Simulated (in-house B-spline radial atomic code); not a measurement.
Settings and results of a run for Cd⁶⁺. Level of theory: Dirac-Kohn-Sham PBEsol, spherical fractional occupations, Fermi nucleus of rms radius 4.6087 fm; calculated with a B-spline radial code for spherical atoms.

Command:
```bash
python run_scf.py task.json out
```
Settings (nuclear radius in fm, mass in u):
```
Z                48
configuration    [Kr] 4d6
hamiltonian      dirac
method           pbesol
spin_polarised   False
nucleus          fermi
rms_radius       4.6087
atomic_mass      113.90336
speed_of_light   137.035999084
```

Output (hartree, bohr):
```
 radial grid: 66 intervals, B-splines of order 8, outer radius 15.5224 bohr

 iter        energy (Eh)    residual
    1       -5568.564097    8.80e-01
    2       -5578.076609    4.71e-01
    3       -5582.756268    1.11e-01
    4       -5583.021538    2.91e-02
    5       -5583.032727    1.49e-02
    6       -5583.036911    2.81e-03
    7       -5583.036956    1.49e-04
    8       -5583.036956    3.70e-06
    9       -5583.036956    2.37e-07

 total energy                     -5583.03696
 kinetic                            5854.5441
 electron-nucleus                 -13399.6542
 Hartree                            2110.8140
 exchange-correlation               -148.7408

 first-order corrections (not in the total)
   Gaunt                             4.2772
   retardation                      -0.4349
   frequency dependence             -0.0338
   self-energy                       2.8897
   Uehling                          -0.3647
   Wichmann-Kroll                    0.0070
   recoil                            0.0185

 orbital      occ     eigenvalue          <r>       <r^2>       <1/r>     <1/r^2>       r_max    small
 1s1/2      2.000      -977.2456     0.030409  0.00125061     50.6203     5502.25     0.01968  3.09e-02
 2s1/2      2.000      -148.1619     0.131315   0.0203869     11.6878     625.516      0.1114  6.50e-03
 2p1/2      2.000      -138.2069     0.111245   0.0152053     11.6708     202.023     0.08598  6.52e-03
 2p3/2      4.000      -131.1403     0.116417    0.016523     10.9336     162.904     0.09033  6.25e-03
 3s1/2      2.000       -30.5200     0.358072    0.146774     4.10516      121.14      0.3241  1.85e-03
 3p1/2      2.000       -26.5314     0.349313    0.141896     4.01322     38.8739      0.3104  1.79e-03
 3p3/2      4.000       -25.2669     0.360303     0.15074     3.83344     31.6002      0.3204  1.72e-03
 3d3/2      4.000       -18.2063     0.332239    0.131409     3.67486     17.0697      0.2638  1.61e-03
 3d5/2      6.000       -17.9489     0.335748     0.13405     3.62839     16.5563      0.2667  1.58e-03
 4s1/2      2.000        -7.3070     0.859563    0.833877     1.61932     25.1785       0.789  5.03e-04
 4p1/2      2.000        -5.9923     0.905358    0.932068     1.51361     7.71758      0.8179  4.51e-04
 4p3/2      4.000        -5.7595     0.931013    0.985166     1.45952     6.33625      0.8411  4.31e-04
 4d3/2      2.400        -3.6650      1.07312     1.33355     1.22834     2.81219      0.9248  3.21e-04
 4d5/2      3.600        -3.6299      1.08225     1.35593     1.21593     2.73275      0.9329  3.16e-04
```

Run time, properties included: 2.9 s on 1 thread of Arm Neoverse N1, with other jobs on the host.

For the Dirac Hamiltonian the kinetic term is c α·p + (β - 1)c².
